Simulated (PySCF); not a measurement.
PySCF 2.14 output of an unrestricted r2SCAN calculation on a single atom or ion in x2c-TZVPall (6s5p4d1f, 48 functions), with the spin-free X2C one-electron Hamiltonian (Gaussian nucleus):

```
SCF conv_tol = 1e-09
number electrons alpha = 10  beta = 9
    J. W. Furness, A. D. Kaplan, J. Ning, J. P. Perdew, and J. Sun.,  J. Phys. Chem. Lett. 11, 8208-8215 (2020)
    J. W. Furness, A. D. Kaplan, J. Ning, J. P. Perdew, and J. Sun.,  J. Phys. Chem. Lett. 11, 9248-9248 (2020)
    J. W. Furness, A. D. Kaplan, J. Ning, J. P. Perdew, and J. Sun.,  J. Phys. Chem. Lett. 11, 8208-8215 (2020)
    J. W. Furness, A. D. Kaplan, J. Ning, J. P. Perdew, and J. Sun.,  J. Phys. Chem. Lett. 11, 9248-9248 (2020)
cycle= 1 E= -763.423319219207  delta_E= -0.00316  |g|= 0.00798  |ddm|= 0.0644
cycle= 2 E= -763.423339311032  delta_E= -2.01e-05  |g|= 0.00389  |ddm|= 0.00887
cycle= 3 E= -763.423343740059  delta_E= -4.43e-06  |g|= 0.000435  |ddm|= 0.00363
cycle= 4 E= -763.423343805021  delta_E= -6.5e-08  |g|= 3.46e-05  |ddm|= 0.000394
cycle= 5 E= -763.423343805586  delta_E= -5.66e-10  |g|= 1.54e-06  |ddm|= 4.68e-05
converged SCF energy = -763.423343805586  <S^2> = 0.75064579  2S+1 = 2.0006457
```

The run itself started from symmetry-adapted Hartree-Fock orbitals and held the occupation by maximum overlap, on a logarithmic radial grid, so the iterations belong to that start.

Question: Which element, charge and spin multiplicity is this?

Answer: Sc²⁺ (scandium, charge +2), multiplicity 2; the state was [Ar] 3d1, 2D determinant.
